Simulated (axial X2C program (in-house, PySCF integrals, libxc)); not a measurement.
**What spin–orbit coupling does to NaIn**

All values were computed with an in-house all-electron X2C program for linear molecules (integrals from PySCF). Spin-free means the one-electron spin-free X2C Hamiltonian; two-component (2c) means X2C with spin–orbit coupling and atomic mean-field two-electron Coulomb and Gaunt terms, so the difference of the two also holds small scalar two-electron terms. Basis: In dyall-cv3z [11s12p9d4f1g], Na dyall-cv3z [9s8p5d2f] (cores contracted in-house); Gaussian nuclei, density fitting, unrestricted open shells. Masses: In 114.904 u, Na 22.990 u.

Spin-free state: M_S = 0, Λ = 0 (closed shell); fragments In + Na.

```
  level  Re (Å)  ωe (cm⁻¹)  De (eV)  μ (D)
   PBE0   3.241      145.7    0.736   1.94
     HF   3.315      146.0   -0.068   3.09
    MP2   3.286      147.3    0.540    n/a
   CCSD   3.295      141.7    0.711    n/a
CCSD(T)   3.299      140.0    0.750    n/a
  PBE50   3.229      151.4    0.632   2.67
```

Correlated methods: 4 electrons correlated (number of frozen shells: In 4 s, 3 p, 2 d; Na 2 s, 1 p), 282 virtual spin orbitals or spinors in MP2, 72 natural virtuals in coupled cluster.

Dipoles are positive if Na is the positive end.

Two-component determinant lowest at the distance of the search:

Ω = 0 (closed shell); fragments In + Na.

| level | Re (Å) | ωe (cm⁻¹) | μ (D) |
| --- | --- | --- | --- |
| PBE0 | 3.233 | 144.4 | 2.15 |
| HF | 3.295 | 144.5 | 3.51 |
| MP2 | 3.276 | 145.9 | n/a |
| CCSD | 3.285 | 139.8 | n/a |
| CCSD(T) | 3.289 | 138.0 | n/a |
| PBE50 | 3.217 | 150.3 | 2.91 |

Task: From the two tables, how do the constants change at the CCSD(T) level (2c against spin-free)?

Result: At the CCSD(T) level Re goes down by 0.010 Å and ωe drops by 2.0 cm⁻¹.

One determinant describes the state; a PBE0 search over occupations chose it and may have missed a lower one. Closed shells are restricted here (equal orbitals for both partners); the stretched side of such a curve lies too high. Dissociation energies refer to the lowest single-determinant-based atoms at the same level and basis. De is not given where an atomic determinant may have missed its ground term or J level, or where the truncated virtual space spoils (T). Coupled cluster ran in a truncated set of natural virtual spinors; the MP2 energy of the rest was added. (T) has no such correction and the atoms are truncated less, which lowers De at CCSD(T) by a hundredth of an eV or more. Other states lie close and PBE0, whose exact exchange favours high spin, may order them wrongly; the determinant shown need not be the ground state. The nearest other spin-free determinant of the search, M_S = 1, Λ = 1, lies 0.26 eV up at the distance of the search. Without a current term, density functionals place determinants with orbital angular momentum somewhat too high. With the outer-core shells frozen, correlated bond lengths of heavy atoms tend to come out a few hundredths of an ångström too long.
